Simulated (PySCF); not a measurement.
Match the calculated data to a structure.

All candidates are C4H11FOSi2.

| technique | computed result |
| --- | --- |
| 1H NMR | chemical shifts (computed TMS as zero) by class: 4.80 (1 H), 4.27 (1 H), 3.31 (3 H), 2.08 (1 H), 1.81 (1 H), 1.43 (1 H), 0.33 (3 H) ppm [GIAO PBE0/pcSseg-1] |
| NMR, other nuclei | isotropic shieldings of nuclei other than C and H, by class: 298 (1 O), 263 (1 F), 338 (1 Si), 470 (1 Si) ppm [GIAO PBE0/pcSseg-1] |
| Rotational structure | rotational constants A, B, C: 2.363, 0.766, 0.743 GHz [GFN2-xTB] |
| 13C NMR | chemical shifts (computed TMS as zero) by class: 177.2 (1 C), 94.3 (1 C), 29.4 (1 C), 1.8 (1 C) ppm [GIAO PBE0/pcSseg-1] |
| Dipole | 1.60 D [PBE0/pcSseg-1] |

The electronic properties come from PySCF, for the isolated species, density fitting. Levels stand in brackets. Geometry: GFN2-xTB, one conformer, isolated molecule. GFN2-xTB frequencies show an imaginary mode (30i cm⁻¹), so this geometry is no minimum at that level. NMR classes are plain means over equivalent atoms (diastereotopic ones count apart unless rotation or inversion swaps them), as if these changed places fast.

Question: Which candidate is it?
A. `F/C=C\O[SiH2]CC[SiH3]`
B. `CO[C@@H]1[SiH2][Si@H](F)[C@H]1C`
C. `C=C(F)C[Si@](C)(O)[SiH3]`
D. `O[Si@@H]1C[C@H](F)C[C@@H]1[SiH3]`
E. `C[SiH](C)[SiH2][C@H](F)C=O`

Answer: C. It is `C=C(F)C[Si@](C)(O)[SiH3]`. Numbering: `[CH2:1]=[C:2]([F:3])[CH2:4][Si@:5]([CH3:6])([OH:7])[SiH3:8]`. Its formula, C4H11FOSi2, gives 1 degree of unsaturation: 0 rings and 1 π bond in the structure found. 4 carbons fall into 4 classes; from least to most shielded: vinylic C–F carbon [C2] (177.2 ppm), terminal =CH2 carbon [C1] (94.3 ppm), sp3 carbon bound to silicon [C4] (29.4 ppm), Si-methyl carbon [C6] (1.8 ppm). Hydrogen classes from least to most shielded: 1 H on a terminal =CH2 carbon, C1 (4.80 ppm), 1 H on a terminal =CH2 carbon, C1 (4.27 ppm), 3 H on an SiH3 silicon, Si8 (3.31 ppm), 1 H on an sp3 carbon bound to silicon, C4 (2.08 ppm), 1 H on a silanol oxygen, O7 (1.81 ppm), 1 H on an sp3 carbon bound to silicon, C4 (1.43 ppm), 3 H on an Si-methyl carbon, C6 (0.33 ppm, a mean of values up to 1.3 ppm apart in this geometry). The other shieldings belong to: 298 ppm, silanol oxygen [O7]; 263 ppm, vinyl fluorine [F3]; 338 ppm, oxygen-bound silicon [Si5]; 470 ppm, SiH3 silicon [Si8]. The optimised geometry has point group C1 and is an asymmetric top.

The others, at the same levels:
- `O[Si@@H]1C[C@H](F)C[C@@H]1[SiH3]` fails: its computed 13C shifts are 98.7 (1 C), 41.2 (1 C), 25.8 (1 C), 6.1 (1 C) ppm, 1H shifts are 5.43 (1 H), 5.25 (1 H), 4.01 (3 H), 2.28 (1 H), 1.57 (1 H), 1.55 (1 H), 1.26 (1 H), 0.66 (1 H), 0.55 (1 H) ppm and rotational constant A is 1.579 GHz (against 2.363 GHz).
- `C[SiH](C)[SiH2][C@H](F)C=O` fails: its computed 13C shifts are 207.6 (1 C), 97.0 (1 C), -3.0 (1 C), -3.7 (1 C) ppm, 1H shifts are 10.42 (1 H), 5.41 (1 H), 4.56 (1 H), 3.91 (1 H), 3.71 (1 H), 0.38 (3 H), 0.23 (3 H) ppm and rotational constant A is 2.605 GHz (against 2.363 GHz).
- `CO[C@@H]1[SiH2][Si@H](F)[C@H]1C` fails: its computed 13C shifts are 80.8 (1 C), 59.9 (1 C), 45.8 (1 C), 20.9 (1 C) ppm, 1H shifts are 5.75 (1 H), 4.73 (1 H), 4.72 (1 H), 3.44 (3 H), 3.15 (1 H), 2.47 (1 H), 1.31 (3 H) ppm and rotational constant A is 1.859 GHz (against 2.363 GHz).
- `F/C=C\O[SiH2]CC[SiH3]` fails: its computed 13C shifts are 144.1 (1 C), 134.5 (1 C), 15.6 (1 C), 3.6 (1 C) ppm, 1H shifts are 6.57 (1 H), 5.97 (1 H), 5.16 (2 H), 3.88 (3 H), 0.88 (2 H), 0.87 (2 H) ppm and rotational constant A is 2.080 GHz (against 2.363 GHz).

Each candidate is one conformer, not necessarily the lowest. Dipoles, sizes and rotational constants follow the conformer. The torsions of the flexible species, by atom-mapped SMILES:
- `[CH2:1]=[C:2]([F:3])[CH2:4][Si@:5]([CH3:6])([OH:7])[SiH3:8]`: C1–C2–C4–Si5 -111°, C2–C4–Si5–C6 53°, H–O7–Si5–C4 45°
- `[CH3:1][SiH:2]([CH3:3])[SiH2:4][C@H:5]([F:6])[CH:7]=[O:8]`: C1–Si2–Si4–C5 80°, Si2–Si4–C5–F6 -48°, Si4–C5–C7–O8 -75°
- `[CH3:1][O:2][C@@H:3]1[SiH2:4][Si@H:5]([F:6])[C@H:7]1[CH3:8]`: C1–O2–C3–Si4 -174°
- `[F:1]/[CH:2]=[CH:3]\[O:4][SiH2:5][CH2:6][CH2:7][SiH3:8]`: C2–C3–O4–Si5 2°, C3–O4–Si5–C6 66°, O4–Si5–C6–C7 42°, Si5–C6–C7–Si8 177°

The conformers of `O[Si@@H]1C[C@H](F)C[C@@H]1[SiH3]` aren't listed.
